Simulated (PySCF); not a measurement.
C₇H₂F₄N₂O₂, SMILES c1c(oc(c1)F)-c1oc(nn1)C(F)(F)F.

Coordinates come from a B3LYP-D3(BJ)/def2-SVP optimisation. This is a generated structure with no PubChem entry under its InChIKey; it may be hypothetical. One conformer was computed; it need not be the lowest.

All values below come from PBE/def2-SVP (PySCF).

The molecule is in vacuum.

| Item | Value |
|---|---|
| total energy | -925.57582 hartree |
| point group | Cs |
| highest occupied level | -6.01 eV |
| lowest empty level | -2.68 eV |
| orbital gap | 3.33 eV |
| dipole moment | 3.77 D |
| quadrupole, principal values (traceless, Buckingham form, about the centre of nuclear charge) | -14.11, -0.22, 14.33 D·Å |
| mean static polarisability | 97.5 bohr³ (14.46 Å³) |
| polarisability, principal values | 47.4, 85.5, 159.7 bohr³ |
